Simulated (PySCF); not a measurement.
**[Gd(PH3)]3+ at several levels of theory**

Computed with PySCF 2.14.0 (density fitting, no spin-orbit coupling) at the geometry relaxed with PBE0:

```xyz
5
[Gd(PH3)]3+ (singlet in the valence; each metal's 4f electrons, 7 of them, lie in its core potential, out of spins and levels)
Gd    0.0000    0.0000   -0.4072
P     0.0000    0.0000    2.5203
H     1.3285    0.0000    3.0428
H    -0.6643    1.1505    3.0428
H    -0.6643   -1.1505    3.0428
```

| level | basis | state | HOMO (eV) | gap (eV) | charge on Gd1 (e) | population of f-type functions on Gd1 (polarisation alone where 4f lies in the core) | dipole about the centre of mass (D) | largest force component (eV/Å) |
| --- | --- | --- | --- | --- | --- | --- | --- | --- |
| PBE0 | Gd lcecp-1-SVP with ECP53, P def2-SVP, H def2-SVP | singlet | -24.16 | 4.60 | 2.31 | 0.01 | 2.83 | 0.02 |
| TPSS | the same | singlet | -23.25 | 2.85 | 2.30 | 0.00 | 3.00 | 0.17 |
| PBE0 | Gd lcecp-1-TZVP with ECP53, P def2-TZVP, H def2-TZVP | singlet | -24.05 | 4.55 | 2.36 | 0.01 | 2.97 | 0.17 |
| PBE0 | Gd def2-SVP with ECP28, P def2-SVP, H def2-SVP | octet | -25.19 | 3.70 | 2.07 | 7.01 | 5.41 | 1.52 |

In the lcecp rows the 4f levels are missing from HOMO and gap, and the state counts the valence alone.

HOMO and gap are taken over both spins. Charges are Mulliken's, which hang on the basis. The relaxation used the grid (50, 194), these runs (75, 302) or, all-electron (x2c bases, spin-free X2C Hamiltonian), (99, 590).

Problem. A further run in the first row's basis gives HOMO (eV) -23.32, gap (eV) 3.37, charge on Gd1 (e) 2.32, population of f-type functions on Gd1 (polarisation alone where 4f lies in the core) 0.01, dipole about the centre of mass (D) 2.88, largest force component (eV/Å) 0.06. Which level was it?
A. BLYP
B. wB97X
C. r2SCAN

Solution. C. The others give HOMO -23.02 eV (BLYP); -26.23 eV (wB97X).

In the first row's basis the gap widens with exact exchange: 2.4 to 3.4 eV for BLYP, TPSS, r2SCAN (none); 4.6 eV for PBE0 (a fixed share); 9.1 eV for wB97X (rising or full at long range).

An lcecp potential fixes the number of 4f electrons, so in runs with it no electron can move into or out of that shell.

Rows with open f shells in the valence may stand above their lowest state, and their gaps can end on f levels.

Some runs are spin-contaminated.
